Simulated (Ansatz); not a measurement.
One change: `CCB(F)S` becomes `CCB(F)Cl`.

Ansatz, PBE0-D4/def2-TZVP geometries, multiplicity 1. Each molecule was computed in one conformer, which needn't be the lowest.

| property | `CCB(F)S` |
| --- | --- |
| LUMO energy (PBE/def2-TZVPP) / eV | -1.19 |
| HOMO–LUMO gap (ωB97M-V/def2-TZVPP) / eV | 11.99 |
| HOMO energy (PBE/def2-TZVPP) / eV | -6.80 |
| HOMO–LUMO gap (B3LYP/def2-TZVPP) / eV | 7.34 |
| size of the dipole moment (ωB97M-V/def2-TZVPP) / D | 0.45 |
| HOMO energy (B3LYP/def2-TZVPP) / eV | -7.78 |

(1) Give the same properties after the change, and the shifts. (An estimate is asked.)

Answers

(1) Ansatz gave: 
```tsv
property	`CCB(F)Cl`	shift
LUMO energy (PBE/def2-TZVPP) / eV	-1.46	-0.27
HOMO–LUMO gap (ωB97M-V/def2-TZVPP) / eV	12.93	0.94
HOMO energy (PBE/def2-TZVPP) / eV	-7.56	-0.76
HOMO–LUMO gap (B3LYP/def2-TZVPP) / eV	8.07	0.73
size of the dipole moment (ωB97M-V/def2-TZVPP) / D	1.63	1.18
HOMO energy (B3LYP/def2-TZVPP) / eV	-8.74	-0.96
```

With PBE0 the HOMO falls by 0.96 eV and the LUMO falls by 0.22 eV, so the gap widens by about 0.74 eV. PBE moves the HOMO by -0.76 eV and ωB97M-V by -1.05 eV. The zero-point energy changes by -23.3 kJ/mol with -3 modes. Dipoles are sizes alone; their direction can turn.

B3LYP here is the variant with VWN-RPA as its local correlation; programs differ in this.
